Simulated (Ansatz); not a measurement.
CH$_{5}$AsO, SMILES `CO[AsH2]`. Total charge 0; spin multiplicity 1. The geometry is a stationary point of PBE0-D4/def2-TZVP.

```xyz
8

C    -0.599   -0.095   -0.802
O    -0.516   -0.840    0.389
As    0.700   -0.353    1.600
H     0.343   -0.127   -1.364
H    -0.847    0.956   -0.604
H    -1.390   -0.534   -1.415
H     0.426    1.160    1.563
H     1.882   -0.167    0.634
```

Problem. What is the dipole moment at r2SCAN/def2-TZVPP? (An estimate is asked.)

Solution. Ansatz gave: 1.36 D, with components (0.53, 1.05, -0.67) D in this frame, pointing from negative to positive charge.

Problem. And with PBE, B3LYP, ωB97M-V? (An estimate is asked.)

Solution. Ansatz gave: PBE 1.25 D, B3LYP 1.31 D, ωB97M-V 1.35 D.

Problem. Give the Mulliken charges with r2SCAN, ωB97M-V, PBE in def2-TZVPP. (Best estimate.)

Solution. Computed: 
| atom | r2SCAN | ωB97M-V | PBE |
| --- | --- | --- | --- |
| C1 | 0.03 | -0.16 | -0.12 |
| O2 | -0.41 | -0.41 | -0.35 |
| As3 | 0.31 | 0.25 | 0.27 |
| H4 | 0.05 | 0.11 | 0.09 |
| H5 | 0.05 | 0.11 | 0.09 |
| H6 | 0.06 | 0.12 | 0.10 |
| H7 | -0.05 | -0.01 | -0.04 |
| H8 | -0.05 | -0.01 | -0.04 |

B3LYP here is the variant with VWN-RPA as its local correlation; programs differ in this.
